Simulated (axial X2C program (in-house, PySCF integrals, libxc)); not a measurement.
# Outer orbitals of RuN⁺ at 1.518 Å, PBE0

All values were computed with an in-house relativistic program for diatomic molecules. Spin-free means the one-electron spin-free X2C Hamiltonian; two-component (2c) means X2C with spin–orbit coupling and atomic mean-field two-electron Coulomb and Gaunt terms, so the difference of the two also holds small scalar two-electron terms. Basis: Ru dyall-cv3z [12s12p8d5f3g], N dyall-av3z [7s7p3d2f] (cores contracted in-house); Gaussian nuclei, density fitting, unrestricted open shells. Masses: Ru 101.904 u, N 14.003 u.

The distance is close to the 2c PBE0 minimum; the highest filled and lowest empty levels are listed.

Spin-free orbitals, state M_S = 0, Λ = 0 (closed shell) (Löwdin shares):

| symmetry | occupied | ε (eV) | atomic character |
| --- | --- | --- | --- |
| σα | yes | -28.56 | 56% N s, 24% Ru d, 9% Ru p |
| π-α | yes | -18.20 | 49% Ru d, 45% N p, 2% Ru f |
| π+α | yes | -18.20 | 49% Ru d, 45% N p, 2% Ru f |
| σα | yes | -18.03 | 45% N p, 36% Ru d, 11% N s |
| δ+α | yes | -14.00 | 96% Ru d |
| δ-α | yes | -14.00 | 96% Ru d |
| σα | no | -9.62 | 47% Ru s, 25% N p, 15% Ru d |
| π-α | no | -9.00 | 42% Ru d, 33% N p, 15% Ru p |
| π+α | no | -9.00 | 42% Ru d, 33% N p, 15% Ru p |
| σα | no | -6.72 | 42% Ru p, 21% Ru d, 20% N p |

One partner of each degenerate Kramers or spin pair is listed.

Spinors with spin–orbit coupling (state Ω = 0):

| ω | occupied | ε (eV) | atomic character | λ mixture |
| --- | --- | --- | --- | --- |
| 1/2 | yes | -28.56 | 55% N s, 24% Ru d, 9% Ru p | 100% σ |
| 1/2 | yes | -18.25 | 48% Ru d, 44% N p, 2% Ru f | 92% π, 8% σ |
| 3/2 | yes | -18.17 | 49% Ru d, 45% N p, 2% Ru f | 100% π |
| 1/2 | yes | -18.01 | 46% N p, 37% Ru d, 10% N s | 92% σ, 8% π |
| 3/2 | yes | -14.14 | 96% Ru d | 100% δ |
| 5/2 | yes | -13.88 | 96% Ru d, 2% N f | 100% δ |
| 1/2 | no | -9.62 | 47% Ru s, 25% N p, 15% Ru d | 99% σ, 1% π |
| 1/2 | no | -9.06 | 42% Ru d, 33% N p, 15% Ru p | 99% π, 1% σ |
| 3/2 | no | -8.93 | 42% Ru d, 33% N p, 15% Ru p | 100% π |
| 1/2 | no | -6.71 | 42% Ru p, 21% Ru d, 20% N p | 100% σ |

One partner of each degenerate Kramers or spin pair is listed.

Task: How does the gap between the highest filled and lowest empty level change from the spin-free to the 2c table?

Result: From 4.38 to 4.26 eV at PBE0, a change of -0.12 eV.

Mulliken charges and populations of the two-component result (they depend on the basis, above all on diffuse functions):

Ru 1.02 e (s 8.00 p 18.01 d 16.92 f 0.04 g 0.01), N -0.02 e (s 3.86 p 3.05 d 0.10 f 0.02).

The state is one determinant whose occupation by symmetry is held fixed; it was picked as the lowest of a PBE0 search that is not exhaustive.
